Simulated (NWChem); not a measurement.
**Total energies of HP**

```xyz
2

P      0.0000     0.0000     0.0898
H      0.0000     0.0000    -1.3473
```
Charge 0, spin multiplicity 3.

The numbers come from NWChem runs, not from measurements. Structure: optimised with UPBE0/def2-SVP, a minimum by its harmonic frequencies.

Basis set: def2-SVP (23 functions).

```json
[
 {"method": "UHF", "total energy (Ha)": "-341.17594"},
 {"method": "UMP2", "total energy (Ha)": "-341.25625"},
 {"method": "UB2PLYP", "total energy (Ha)": "-341.63516"},
 {"method": "UPBE", "total energy (Ha)": "-341.60414"},
 {"method": "UB3LYP", "total energy (Ha)": "-341.78781"},
 {"method": "UM06-2X", "total energy (Ha)": "-341.74667"}
]
```

Total energies of different functionals aren't comparable as a measure of quality: only differences taken within one method are. 

The correlated methods keep 5 core orbitals frozen. B3LYP has NWChem's definition, with VWN1-RPA local correlation. This spin state was chosen for the runs; another may lie lower. The structure started from a generated list of species. The unpaired electrons of the parent sit in orbitals of symmetry b1 and b2 (C2v labels of the run); other states weren't searched. The stability of the SCF solutions was not checked. Open-shell Hartree-Fock references start from PBE0 orbitals.
